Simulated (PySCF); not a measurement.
Molecule: SMILES [SiH2](C)[SiH2]P, CH9PSi2.

Geometry (Å), atoms numbered from 1 in this order:
```xyz
13

C    -2.340   -0.146   -0.644
Si   -0.722   -0.739    0.152
Si    1.026    0.588   -0.614
P     2.980   -0.277    0.070
H    -2.546    0.890   -0.388
H    -3.188   -0.739   -0.314
H    -2.296   -0.211   -1.727
H    -0.894   -0.666    1.613
H    -0.545   -2.164   -0.165
H     1.170    0.657   -2.076
H     0.933    1.995   -0.186
H     2.729   -0.091    1.415
H     3.689    0.904   -0.015
```

Frames of a GFN2-xTB Langevin trajectory at 600 K; GIAO PBE0/pcSseg-1 shieldings in PySCF, gas phase, non-relativistic; equivalent atoms averaged within each frame.

Scale: TMS for ¹³C (σ = 186.93 ppm) and ²⁹Si (σ = 349.16 ppm) and ¹H (σ = 31.72 ppm); ³¹P (σ = 318.38 ppm) against H3PO4 (reference shieldings calculated alike). The references are static minima.

Q: How do the shifts (ppm) fluctuate along the trajectory?

A: 
```tsv
time (fs)	C1	Si2	Si3	P4	H10/H11	H8/H9	H12/H13	H5/H6/H7
optimised geometry	-8.2	-74.5	-92.2	-311.4	4.08	3.99	1.03	0.24
250	-9.7	-73.6	-82.3	-314.8	4.60	4.16	1.74	0.97
425	3.6	-42.9	-74.4	-268.3	6.02	4.57	1.59	0.87
625	-11.4	-68.0	-86.0	-263.5	4.06	4.89	2.76	-0.21
800	-9.5	-79.6	-83.3	-298.8	4.23	4.01	2.03	0.26
1000	-13.1	-82.4	-97.7	-284.4	4.14	5.51	1.90	0.11
mean of frames	-8.0	-69.3	-84.7	-286.0	4.61	4.63	2.00	0.40
standard deviation	6.6	15.8	8.4	21.3	0.81	0.60	0.45	0.51
```

5 frames give an uncertainty of the mean of about the standard deviation over 2.2 at best, since frames this close in time may not be independent; classical motion lacks zero-point vibration, and the reference would need the same averaging.
